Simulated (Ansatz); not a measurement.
```yaml
crystal:
  periodic: [false, false, false]
  atoms:
    - {symbol: N, position_ang: [-0.594832, 1.508049, -0.352591]}
    - {symbol: Ga, position_ang: [-0.208031, -0.256031, -0.330003]}
    - {symbol: N, position_ang: [0.873766, -1.164740, 0.795207]}
    - {symbol: F, position_ang: [-0.991846, -1.220700, -1.573480]}
    - {symbol: H, position_ang: [-1.381060, 1.831186, -0.891545]}
    - {symbol: H, position_ang: [-0.429431, 2.094933, 0.447326]}
    - {symbol: H, position_ang: [1.565700, -0.696487, 1.355218]}
    - {symbol: H, position_ang: [1.165755, -2.096199, 0.549868]}
basis:
  gaussian: {orbitals: pcseg-2, point_charges: [{charge: 0.50, position_ang: [5.636, -0.470, -0.500]}]}
total_charge: -1
magnetization: {spin_polarized: true, initial_magnetization: 2}
hamiltonian: {xc: {name: r2SCANh}}
```

```sh
$ ansatz run in.yaml --threads 4 --pin off --events-out ev --progress --plain --max-ram 10444MiB
```

It prints (some lines left out):

```
Error: a molecule whose nuclei and cores have a total charge of 58 cannot have a net charge of -1 together with 2 unpaired electrons
```

What is wrong with this run?

The number of unpaired electrons doesn't fit the electron count. The program refused the input.
